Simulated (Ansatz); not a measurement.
Input file for CH$_{5}$FGeSSi, SMILES `F[Si@H]1S[C@@H]1[GeH3]`:

```yaml
crystal:
  periodic: [false, false, false]
  atoms:
    - {symbol: F, position_ang: [-2.290690, -1.407204, -1.530594]}
    - {symbol: Si, position_ang: [-1.556965, -0.673205, -0.328205]}
    - {symbol: S, position_ang: [-0.412245, -1.754374, 1.002930]}
    - {symbol: C, position_ang: [0.260368, -0.560515, -0.319800]}
    - {symbol: Ge, position_ang: [1.245907, 0.961027, 0.397401]}
    - {symbol: H, position_ang: [-2.429809, 0.419492, 0.127278]}
    - {symbol: H, position_ang: [0.781591, -1.108749, -1.102684]}
    - {symbol: H, position_ang: [0.303844, 1.761877, 1.309492]}
    - {symbol: H, position_ang: [2.450522, 0.463468, 1.211482]}
    - {symbol: H, position_ang: [1.730573, 1.846983, -0.764500]}
basis:
  gaussian: {orbitals: def2-TZVPP}
correlation: {method: ccsd_t}
```

```sh
$ ansatz run in.yaml --threads 4 --pin off --events-out ev --progress --plain --max-ram 10444MiB
```

The program prints (abridged):

```
Functional definition: HF
1585 factors; integrals over basis functions are off by at most 9.8e-4 eV
mean field evaluation 1: about -78969.4774 eV, gradient 3.3e1 eV
mean field evaluation 2: about -78969.8062 eV, gradient 3.3e1 eV
mean field evaluation 4: about -78972.5451 eV, gradient 3.7e0 eV
mean field evaluation 8: about -78972.6050 eV, gradient 2.5e-1 eV
mean field evaluation 16: about -78972.6054 eV, gradient 1.6e-6 eV
mean field -78972.60544470 eV, -2902.1897205381 hartree, gradient 1.5e-6 eV, S^2 0.000000; 0 other end points of the search recorded, 0 dependent functions left out
21 core orbitals not correlated: weight in the atoms' cores, before any rotation towards them, 1.000 or more for the frozen orbitals, at most 0.000 for the correlated occupied ones
reference -78972.60544470 eV, -2902.1897205381 hartree; 20, 20 occupied and 223, 223 virtual orbitals, 1585 factors
second order -26.33696151 eV of doubles, -0.00000000 eV of singles
cycle   1  -26.46801015 eV  change   -1.3e-1 eV  update   1.2e-1
cycle   2  -27.22634280 eV  change   -7.6e-1 eV  update   3.6e-2
cycle   3  -27.36255578 eV  change   -1.4e-1 eV  update   1.8e-2
cycle   4  -27.34707256 eV  change    1.5e-2 eV  update   4.2e-3
cycle   5  -27.34500455 eV  change    2.1e-3 eV  update   1.8e-3
cycle   6  -27.34551910 eV  change   -5.1e-4 eV  update   5.8e-4
cycle   7  -27.34517272 eV  change    3.5e-4 eV  update   2.2e-4
cycle   8  -27.34513120 eV  change    4.2e-5 eV  update   8.6e-5
cycle   9  -27.34517416 eV  change   -4.3e-5 eV  update   3.5e-5
perturbative correction -1.11964172 eV, -0.0411460743 hartree
Total energy: -79001.07026058 eV, -2903.2357832276 hartree
```

Hardware: 4 threads of an Arm Neoverse V2 on a shared host. Wall time 4.6 min, peak host memory 6.2 GiB.

The correlation energy is -28.465 eV, 3.9 % of it from (T); the T1 diagnostic reads 0.0124.
